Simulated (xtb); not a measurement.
CH3Be, doublet, from a rough starting geometry (GFN-xTB shapes and energies of metal compounds can be far from the true ones) (the spin is typed, not shown lowest); GFN2-xTB (xtb).

xtb was given this input:
```
$ xtb mol.xyz --gfn 2 --uhf 1 --opt vtight --json

# file mol.xyz
5

Be    -1.15000547    -0.68321406    -0.94058021
C      0.05588819     0.03844249     0.07472196
H      0.60487210    -0.66223152     0.63539461
H     -0.38226884     0.72018122     0.75607505
H      0.81953679     0.60833558    -0.55972521
```

The log (banner, timings and long lists left out):

```
   ID    Z sym.   atoms
    1    4 Be     1
    2    6 C      2
    3    1 H      3-5

           -------------------------------------------------
          |                Calculation Setup                |
           -------------------------------------------------

           -------------------------------------------------
          |                 G F N 2 - x T B                 |
           -------------------------------------------------

          ...................................................
          :                      SETUP                      :
          :.................................................:
          :  # basis functions                  11          :
          :  # atomic orbitals                  11          :
          :  # shells                            7          :
          :  # electrons                         9          :
          :  max. iterations                   250          :
          :  Hamiltonian                  GFN2-xTB          :
          :  restarted?                      false          :
          :  GBSA solvation                  false          :
          :  PC potential                    false          :
          :  electronic temp.          300.0000000     K    :
          :  accuracy                    1.0000000          :
          :  -> integral cutoff          0.2500000E+02      :
          :  -> integral neglect         0.1000000E-07      :
          :  -> SCF convergence          0.1000000E-05 Eh   :
          :  -> wf. convergence          0.1000000E-03 e    :
          :  Broyden damping             0.4000000          :
          :  net charge                          0          :
          :  unpaired electrons                  1          :
          ...................................................

 iter      E             dE          RMSdq      gap      omega  full diag
   1     -1.1614275 -0.116143E+01  0.164E+01    0.87       0.0  T
   2     -1.9198425 -0.758415E+00  0.188E+01    3.54       1.0  T
   3     -3.9230852 -0.200324E+01  0.886E+00    3.62       1.0  T
   4     -4.0695090 -0.146424E+00  0.585E+00    3.94       1.0  T
   5     -4.1917668 -0.122258E+00  0.583E+00    2.19       1.0  T
   6     -4.1753273  0.164395E-01  0.407E+00    3.42       1.0  T
   7     -4.2208825 -0.455551E-01  0.323E+00    3.21       1.0  T
   8     -4.2696198 -0.487373E-01  0.178E+00    2.96       1.0  T
   9     -4.2858029 -0.161831E-01  0.393E-01    2.78       1.0  T
  10     -4.2866092 -0.806246E-03  0.299E-02    2.73       1.5  T
  11     -4.2866111 -0.196783E-05  0.316E-02    2.73       1.4  T
  12     -4.2866119 -0.746770E-06  0.500E-03    2.73       9.0  T
  13     -4.2866116  0.293526E-06  0.791E-03    2.73       5.7  T
  14     -4.2866118 -0.201869E-06  0.381E-03    2.73      11.7  T
  15     -4.2866118 -0.683399E-07  0.237E-03    2.73      18.9  T
  16     -4.2866119 -0.241538E-07  0.106E-03    2.73      42.2  T
  17     -4.2866119 -0.948336E-08  0.379E-05    2.73    1180.4  T
  18     -4.2866119 -0.165645E-10  0.307E-05    2.73    1457.9  T

   *** convergence criteria satisfied after 18 iterations ***

         :::::::::::::::::::::::::::::::::::::::::::::::::::::
         ::                     SUMMARY                     ::
         :::::::::::::::::::::::::::::::::::::::::::::::::::::
         :: total energy              -4.222566948897 Eh    ::
         :: gradient norm              0.060906690208 Eh/a0 ::
         :: HOMO-LUMO gap              2.733126143152 eV    ::
         ::.................................................::
         :: SCC energy                -4.286611855497 Eh    ::
         :: -> isotropic ES           -0.010127336246 Eh    ::
         :: -> anisotropic ES         -0.001616948677 Eh    ::
         :: -> anisotropic XC         -0.000732782881 Eh    ::
         :: -> dispersion             -0.001271451678 Eh    ::
         :: repulsion energy           0.064044906600 Eh    ::
         :: add. restraining           0.000000000000 Eh    ::
         :: total charge              -0.000000000000 e     ::
         :::::::::::::::::::::::::::::::::::::::::::::::::::::

      -----------------------------------------------------------
     |                   =====================                   |
     |                        A N C O P T                        |
     |                   =====================                   |
     |               Approximate Normal Coordinate               |
     |                Rational Function Optimizer                |
      -----------------------------------------------------------
      -----------------------------------------------------------
     |                   =====================                   |
     |                        A N C O P T                        |
     |                   =====================                   |
     |               Approximate Normal Coordinate               |
     |                Rational Function Optimizer                |
      -----------------------------------------------------------

          ...................................................
          :                      SETUP                      :
          :.................................................:
          :   optimization level         verytight          :
          :   max. optcycles                   200          :
          :   ANC micro-cycles                  20          :
          :   degrees of freedom                 9          :
          :.................................................:
          :   RF solver                   davidson          :
          :   write xtbopt.log                true          :
          :   linear?                        false          :
          :   energy convergence         0.1000000E-06 Eh   :
          :   grad. convergence          0.2000000E-03 Eh/α :
          :   maxmium RF displ.          1.0000000          :
[...]
 * total energy  :    -4.2225669 Eh     change       -0.3405276E-11 Eh
 * total energy  :    -4.2255562 Eh     change       -0.2989224E-02 Eh
 * total energy  :    -4.2258267 Eh     change       -0.2704901E-03 Eh
 * total energy  :    -4.2258463 Eh     change       -0.1964609E-04 Eh
 * total energy  :    -4.2258495 Eh     change       -0.3229117E-05 Eh
 * total energy  :    -4.2258504 Eh     change       -0.8249473E-06 Eh
 * total energy  :    -4.2258504 Eh     change       -0.4989635E-08 Eh
   *** GEOMETRY OPTIMIZATION CONVERGED AFTER 7 ITERATIONS ***
[...]
          :  # basis functions                  11          :
          :  # atomic orbitals                  11          :
          :  # shells                            7          :
          :  # electrons                         9          :
          :  max. iterations                   250          :
          :  Hamiltonian                  GFN2-xTB          :
          :  restarted?                      false          :
          :  GBSA solvation                  false          :
          :  PC potential                    false          :
          :  electronic temp.          300.0000000     K    :
          :  accuracy                    1.0000000          :
          :  -> integral cutoff          0.2500000E+02      :
          :  -> integral neglect         0.1000000E-07      :
          :  -> SCF convergence          0.1000000E-05 Eh   :
          :  -> wf. convergence          0.1000000E-03 e    :
          :  Broyden damping             0.4000000          :
          :  net charge                          0          :
          :  unpaired electrons                  1          :
          ...................................................

 iter      E             dE          RMSdq      gap      omega  full diag
   1     -4.2846390 -0.428464E+01  0.231E-05    2.73       0.0  T
   2     -4.2846390  0.266454E-13  0.146E-05    2.73    3060.6  T
   3     -4.2846390  0.179412E-12  0.136E-05    2.73    3299.8  T

   *** convergence criteria satisfied after 3 iterations ***

         :::::::::::::::::::::::::::::::::::::::::::::::::::::
         ::                     SUMMARY                     ::
         :::::::::::::::::::::::::::::::::::::::::::::::::::::
         :: total energy              -4.225850368485 Eh    ::
         :: gradient norm              0.000016709540 Eh/a0 ::
         :: HOMO-LUMO gap              2.731189326400 eV    ::
         ::.................................................::
         :: SCC energy                -4.284638964373 Eh    ::
         :: -> isotropic ES           -0.010437479796 Eh    ::
         :: -> anisotropic ES         -0.001603702446 Eh    ::
         :: -> anisotropic XC         -0.000624181576 Eh    ::
         :: -> dispersion             -0.001271804155 Eh    ::
         :: repulsion energy           0.058788595888 Eh    ::
         :: add. restraining           0.000000000000 Eh    ::
         :: total charge              -0.000000000000 e     ::
         :::::::::::::::::::::::::::::::::::::::::::::::::::::

           -------------------------------------------------
          |                Property Printout                |
           -------------------------------------------------

    * Orbital Energies and Occupations

         #    Occupation            Energy/Eh            Energy/eV
      -------------------------------------------------------------
         1        2.0000           -0.5305943             -14.4382
         2        2.0000           -0.4247142             -11.5571
         3        2.0000           -0.4247135             -11.5570
         4        2.0000           -0.3576130              -9.7311
         5        1.0000           -0.2610067              -7.1024 (HOMO)
         6                         -0.1606373              -4.3712 (LUMO)
         7                         -0.1606342              -4.3711
         8                          0.1569692               4.2713
         9                          0.2421930               6.5904
        10                          0.2422234               6.5912
        11                          0.3470298               9.4432
      -------------------------------------------------------------
                  HL-Gap            0.1003694 Eh            2.7312 eV
             Fermi-level           -0.2600659 Eh           -7.0768 eV

     #   Z          covCN         q      C6AA      α(0)
     1   4 Be       0.837     0.332    70.043    25.080
     2   6 C        3.610    -0.274    26.746     7.468
     3   1 H        0.924    -0.019     3.419     2.892
     4   1 H        0.924    -0.019     3.419     2.892
     5   1 H        0.924    -0.019     3.419     2.892

 Mol. C6AA /au·bohr⁶  :        325.098599
 Mol. C8AA /au·bohr⁸  :       9425.953374
 Mol. α(0) /au        :         41.223780

Wiberg/Mayer (AO) data.
largest (>0.10) Wiberg bond orders for each atom

 ---------------------------------------------------------------------------
     #   Z sym  total        # sym  WBO       # sym  WBO       # sym  WBO
 ---------------------------------------------------------------------------
     1   4 Be   0.981 --     2 C    0.912
     2   6 C    3.836 --     3 H    0.975     5 H    0.975     4 H    0.975
                             1 Be   0.912
     3   1 H    1.000 --     2 C    0.975
     4   1 H    1.000 --     2 C    0.975
     5   1 H    1.000 --     2 C    0.975
 ---------------------------------------------------------------------------

Topologies differ in total number of bonds
Writing topology from bond orders to xtbtopo.mol

molecular dipole:
                 x           y           z       tot (Debye)
 q only:       -0.794      -0.488      -0.657
   full:       -0.167      -0.102      -0.138       0.608
molecular quadrupole (traceless):
                xx          xy          yy          xz          yz          zz
 q only:        0.772       1.469      -0.772       2.008       1.213      -0.000
  q+dip:       -0.070      -0.148       0.068      -0.194      -0.123       0.002
   full:       -0.404      -0.804       0.400      -1.078      -0.666       0.004

optimized geometry written to: xtbopt.xyz

           -------------------------------------------------
          | TOTAL ENERGY               -4.225850368485 Eh   |
          | GRADIENT NORM               0.000016709540 Eh/α |
          | HOMO-LUMO GAP               2.731189326400 eV   |
           -------------------------------------------------

normal termination of xtb
```
